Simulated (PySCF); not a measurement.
Dipole response of Co²⁺ (cobalt, charge +2)

[Ar] 3d7, high-spin 4F determinant. All numbers are calculated (PySCF 2.14, the non-relativistic Hamiltonian (point nucleus), in aug-cc-pVQZ). Coupled (time-dependent) response in atomic units; α is the mean over directions.

```json
{"method": "M06-2X", "mean α (bohr³)": "3.259", "C₆ (like pair)": "9.138", "S(−4)": "5.625"}
```

S(−4) is the Cauchy moment in α(ω) = α(0) + S(−4) ω² + …

α(iu) at M06-2X:

| u (hartree) | α(iu) (bohr³) |
| --- | --- |
| 0 | 3.259 |
| 0.0500 | 3.245 |
| 0.100 | 3.205 |
| 0.200 | 3.061 |
| 0.300 | 2.868 |
| 0.500 | 2.462 |
| 0.750 | 2.039 |
| 1.00 | 1.718 |
| 1.50 | 1.276 |
| 2.00 | 0.9884 |
| 3.00 | 0.6423 |
| 5.00 | 0.3333 |

For an ion, C₆ is the dispersion term alone; charge-induced terms of lower order in 1/R come first.
